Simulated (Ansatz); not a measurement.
A nudged elastic band was laid between two geometries of H₃NOSSi (7 atoms, charge 0, multiplicity 1).

These are results of RKS PBE/def2-SVP in Ansatz 0.2.0, not measurements.

* movable images: 5
* climbing image: yes
* spring: 5.0 eV/Å²
* optimiser: quadratic models (default)
* start path: IDPP
* force threshold: 0.05 eV/Å
* iteration limit: 52
* end points: relaxed

First end point:

```xyz
7
Properties=species:S:1:pos:R:3
N -0.811 1.233 0.519
Si 0.089 -0.049 0.140
O 1.063 -0.750 1.286
S 0.467 -1.270 -1.572
H -1.420 1.683 -0.173
H 1.003 -0.298 2.148
H -0.391 -0.550 -2.349
```

Last end point:

```xyz
7
Properties=species:S:1:pos:R:3
N -0.996 1.412 0.404
Si -0.012 0.141 0.287
O 0.831 -0.305 1.642
S 0.546 -1.238 -1.272
H -1.529 1.709 -0.421
H 1.420 -1.074 1.557
H -0.260 -0.646 -2.197
```

Problem. What changes between the two ends?

Solution. No bond is made or broken. The dihedral S4–Si2–O3–H6 changes from -180 to 0° by way of a nearly straight angle Si2–O3–H6 (up to 177°), not by a turn about the bond.

Problem. Give the energies along the band, and the barrier.

Solution. The forces met the threshold. The highest image is number 3 of 0 to 6, 0.43 eV above the first end and 0.29 eV above the last; the last end lies 0.15 eV above the first. A vibrational analysis at the climbing image gives 2 clearly imaginary modes (619i, 506i cm⁻¹): a point of higher order, so a lower path passes nearby.

```
image  path coordinate (Å)  energy (eV)  angle Si2–O3–H6 (°)
    0                 0.00         0.00                  112
    1                 0.32         0.07                  125
    2                 0.64         0.27                  149
    3                 0.96         0.43                  177
    4                 1.22         0.33                  149
    5                 1.49         0.19                  128
    6                 1.75         0.15                  117
```

Problem. What is the geometry of the highest image?

Solution. 
```xyz
7
Properties=species:S:1:pos:R:3
N -0.992 1.361 0.295
Si 0.000 0.089 0.203
O 0.844 -0.387 1.484
S 0.549 -1.280 -1.357
H -1.503 1.617 -0.560
H 1.361 -0.712 2.218
H -0.259 -0.688 -2.282
```

The run took 59 s on 1 thread of Intel(R) Xeon(R) Platinum 8488C (Sapphire Rapids) (shared host), peak memory 0.15 GiB.
